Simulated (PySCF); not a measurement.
One molecule, one basis, several functionals.

Br2.
InChI=1S/Br2/c1-2

PySCF, def2-SVPD basis, density fitting, gas phase, PBE0-D3(BJ)/def2-SVP geometry; singlet excitations by full TDDFT with frozen cores, triplets by Tamm–Dancoff TDDFT and ionisation energies by ΔSCF, from the lowest of the holes tried. One functional is left out:

| functional | exact exchange (%) | HOMO energy (eV) | LUMO energy (eV) | lowest singlet excitation (eV) | lowest triplet excitation (eV) | mean polarisability (au) | vertical ionisation energy (eV) |
| --- | --- | --- | --- | --- | --- | --- | --- |
| LDA | 0 | -7.06 | -5.00 | 2.47 | 1.84 | 45.6 | 10.63 |
| PBE | 0 | -6.93 | -4.75 | 2.55 | 1.85 | 45.9 | 10.42 |
| PBE0 | 25 | -8.23 | -3.87 | 2.72 | 1.98 | 44.7 | 10.72 |
| BHandHLYP | 50 | -9.35 | -2.87 | 2.84 | 2.10 | 44.3 | 10.82 |

Problem. Predict the row of B3LYP (20 % exact exchange) by straight lines through the other rows, and check it.

Solution. 
```csv
property,line,computed,computed − line,"PBE0 (25 %), for comparison"
HOMO energy (eV),-7.95,-7.95,0.00,-8.23
LUMO energy (eV),-4.07,-4.09,-0.02,-3.87
lowest singlet excitation (eV),2.65,2.64,-0.01,2.72
lowest triplet excitation (eV),1.95,1.94,-0.01,1.98
mean polarisability (au),45.1,45.2,+0.1,44.7
vertical ionisation energy (eV),10.66,10.66,0.00,10.72
```
